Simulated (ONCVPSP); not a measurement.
**Building the ONCV potential for Au (BLYP, fully relativistic).**

- Element: Au (Z = 79)
- Generator: ONCVPSP 4.0.1
- Type: optimised norm-conserving Vanderbilt (ONCV)
- Functional: BLYP
- Relativity: fully relativistic
- Frozen core: [Kr] 4d10
- Valence charge: 33
- Reference configuration: 4f14 5s2 5p6 5d10 6s1
- Partial waves: 5s+6s: rc 1.60 bohr, ncon 4, nbas 7, qcut 9.9 1/bohr, 2 projectors; 5p: rc 1.35 bohr, ncon 5, nbas 10, qcut 9.2 1/bohr, 3 projectors, debl 1.6 Ha; 5d: rc 1.90 bohr, ncon 4, nbas 8, qcut 9 1/bohr, 2 projectors, debl 3.8 Ha; 4f: rc 0.50 bohr, ncon 4, nbas 9, qcut 35.8 1/bohr, 3 projectors, debl 3.3 Ha
- Local potential: polynomial inside 0.40 bohr (lpopt 5, dvloc0 0 Ha)
- Core correction: Teter function, fcfact 2.5, rcfact 1.2

Open shells are filled in proportion to 2j + 1.

In the p channel the program set the typed energies aside and used -2.030, 0.250, 1.850 Ha (j = l + 1/2; the other j can differ).

All-electron outer shells of the reference configuration (BLYP, scalar-relativistic, ld1.x):

```tsv
shell	level (eV)	outermost node (bohr)	outermost maximum (bohr)
4d	-325.74	0.20	0.41
5s	-108.36	0.48	0.84
4f	-81.03	–	0.37
5p	-59.70	0.52	0.96
5d	-6.77	0.56	1.21
6s	-5.78	1.11	2.32
```

Results:

* Cutoffs needed: 518 Ha and 569 Ha (the cutoffs (Ha) at which the residual kinetic energy of the hardest occupied pseudo-wave falls to 1 and 0.1 mHa per electron)
* Ghost test: ghosts flagged at negative energy: s at -2339.8 eV, s at -113.9 eV, p3/2 at -1007.0 eV, d5/2 at -245.7 eV, f7/2 at -4885.5 eV and 2 more; GHOST(+) flagged for p3/2 at 542.6 eV; a true bound ghost makes a file unfit for plane-wave use
* Largest excitation error: -1.1 meV (all-electron minus pseudo) for 4f14 5s2 5p6 5d10 6s0, out of 4 test configurations
* rms error of d²Exc/dni dnj: 7.60 mHa without and 5.83 mHa with the model core

Note: ghosts flagged at negative energy: s at -2339.8 eV, s at -113.9 eV, p3/2 at -1007.0 eV, d5/2 at -245.7 eV, f7/2 at -4885.5 eV and 2 more; GHOST(+) flagged for p3/2 at 542.6 eV. A true bound ghost makes a file unfit for plane-wave use. The potential misses its own reference levels by up to 3.6 eV, so it is not fit for use.

Generation and tests took about 14 s on one core of a shared server CPU.
